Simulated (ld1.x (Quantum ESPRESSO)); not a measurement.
C, TM: configuration errors across variants

* Element: carbon (C)
* Generator: ld1.x (Quantum ESPRESSO) 7.5
* Type: norm-conserving Troullier–Martins (Kleinman–Bylander form)
* Functional: LDA (PZ)
* Relativity: scalar-relativistic
* Frozen core: [He]
* Valence charge: 4
* Reference configuration: 2s2 2p2
* Partial waves: 2p (bound): rc 1.40 bohr; 3d channel at 0.2 Ry: rc 1.20 bohr; 2s (bound): rc 0.85 bohr
* Local potential: the s channel
* Core correction: none

All-electron excitation energies from the reference (eV): (1) 2s2 2p1 10.988; (2) 2s2 2p0 35.247; (3) 2s1 2p0 83.217; (4) 2s0 2p4 16.517; (5) 2s1 2p3 8.242; (6) 2s2 2p2.3 -1.199; (7) 2s1 2p2 19.482; (8) 2s2 2p2 spin -1.128; (9) 2s2 2p1 spin 10.591.

Spin tests fill each open shell by Hund’s rule, majority spin first.

Errors AE − PS in meV (a dash: test not solved or not reliable):

```tsv
change	(1)	(2)	(3)	(4)	(5)	(6)	(7)	(8)	(9)	bound ghosts
base	+11	+132	+374	+42	+10	+0.2	+3.9	+122	+66	none
all radii scaled by about 0.77 (s 0.66, p 1.08, d 0.92 bohr)	+17	+182	+376	+132	+31	+0.4	+18	+136	+80	none
all radii scaled by about 0.92 (s 0.78, p 1.28, d 1.10 bohr)	+11	+131	+358	+54	+13	+0.2	+6.9	+126	+68	none
all radii scaled by about 1.06 (s 0.90, p 1.48, d 1.26 bohr)	+12	+139	+393	+38	+9.3	–	+1.9	+120	+65	none
all radii scaled by about 1.14 (s 0.96, p 1.60, d 1.36 bohr)	+13	+158	+433	+35	+8.3	+0.2	-1.4	+116	+64	none
all radii scaled by about 1.22 (s 1.04, p 1.72, d 1.46 bohr)	+17	+187	+491	+32	+7.6	+0.2	-5.8	+112	+64	none
all radii scaled by about 1.32 (s 1.12, p 1.84, d 1.58 bohr)	+21	+232	+572	+29	+6.8	+0.3	-12	+105	+65	none
all radii scaled by about 1.37 (s 1.16, p 1.92, d 1.64 bohr)	+26	+272	+643	+27	+6.1	+0.3	-17	+101	+66	none
```

**Question.** Give the same row for: all radii scaled by about 0.82 (s 0.70, p 1.14, d 0.98 bohr).

**Answer.** +14, +158, +360, +100, +24, +0.3, +14, +133, +75; bound ghosts: none.
